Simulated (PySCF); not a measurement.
Structure with atom numbers: `[NH2:1][Si:2]([F:3])([F:4])[SiH3:5]`. Hydrogens are named by the atom that carries them.

PySCF calculation with NMR shieldings at PBE0/pcSseg-1/GIAO and geometry: GFN2-xTB; equivalent nuclei averaged, no solvent model, non-relativistic, one computed conformer.

Scale: 1H (σ = 31.72 ppm) and 29Si (σ = 349.16 ppm) vs TMS; 15N (σ = 267.73 ppm) vs NH3; 19F (σ = 170.95 ppm) against CFCl3 (reference shieldings calculated alike).

| atoms | nucleus | count | δ (ppm) |
| --- | --- | --- | --- |
| N1 | 15N | 1 | ? |
| Si5 | 29Si | 1 | ? |
| F3/F4 | 19F | 2 | -128.5 |
| H(Si5) | 1H | 3 | 3.40 |
| H(N1) | 1H | 2 | 1.47 |
| Si2 | 29Si | 1 | -14.8 |

Q: Estimate the values marked ?.

A: 
- N1: 44.9 ppm, nitrogen bonded to Si, 2 H
- Si5: -124.4 ppm, silicon bonded to Si, 3 H

The OH or NH signal is concentration- and solvent-dependent in practice; the value given is the gas-phase one. Unscaled 19F shifts against computed CFCl3 carry errors that often reach 10 to 50 ppm. Experimental scales use liquid or dissolved standards, which lie at an offset from isolated NH3 (liquid NH3: subtract about 20 ppm).
